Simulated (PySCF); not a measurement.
A side-by-side comparison of computed properties.

First species: C₆H₁₀OS.
SMILES: `C=C/C(C)=C/[S@@](C)=O`

Second species: C6H10OS.
SMILES: `C[C@@H]1CCC=C[S@]1=O`

Levels: PBE0/def2-SVPD for HOMO energy, LUMO energy, HOMO–LUMO gap and static isotropic polarisability; TDDFT PBE0/def2-SVPD for lowest singlet excitation; TDA PBE0/def2-SVPD for lowest triplet excitation (Tamm–Dancoff). Geometries: GFN2-xTB. Each species is one conformer at its optimised geometry, gas phase, non-relativistic unless stated; the electronic structure was computed with PySCF and density fitting.

Dipoles, sizes and rotational constants follow the conformer. The torsions of the flexible species, by atom-mapped SMILES:
- `[CH2:1]=[CH:2]/[C:3]([CH3:4])=[CH:5]/[S@@:6]([CH3:7])=[O:8]`: C1–C2–C3–C4 -2°, C3–C5–S6–C7 91°

The conformers of `C[C@@H]1CCC=C[S@]1=O` aren't listed.

Values for the first species:

```
HOMO energy                              : -6.61 eV
LUMO energy                              : -1.46 eV
HOMO–LUMO gap                            : 5.15 eV
Lowest singlet excitation                : 4.22 eV
Lowest triplet excitation (Tamm–Dancoff) : 3.08 eV
Static isotropic polarisability          : 105.9 au
```

Task: Estimate the same properties for the second species, and the change in each.

Result: 
| property | first | second | second less first |
| --- | --- | --- | --- |
| HOMO energy | -6.61 eV | -6.55 eV | +0.06 eV |
| LUMO energy | -1.46 eV | -0.57 eV | +0.89 eV |
| HOMO–LUMO gap | 5.15 eV | 5.98 eV | +0.83 eV |
| lowest singlet excitation | 4.22 eV | 4.72 eV | +0.50 eV |
| lowest triplet excitation (Tamm–Dancoff) | 3.08 eV | 4.01 eV | +0.93 eV |
| static isotropic polarisability | 105.9 au | 92.7 au | -13.2 au |

On the first: The principal polarisabilities are 77.0, 86.9 and 153.8 au; their mean is the isotropic value. The polarisability is 15.70 Å³ as a volume (1 au = 0.148185 Å³), or 1.51 au for each of the 70 electrons.

On the second: The vertical singlet–triplet gap S1 − T1 is 0.71 eV (TDDFT singlet less Tamm–Dancoff triplet; S1: HOMO→LUMO, weight 0.96; T1: HOMO→LUMO, weight 0.67). The principal polarisabilities are 71.5, 97.8 and 108.8 au; their mean is the isotropic value.
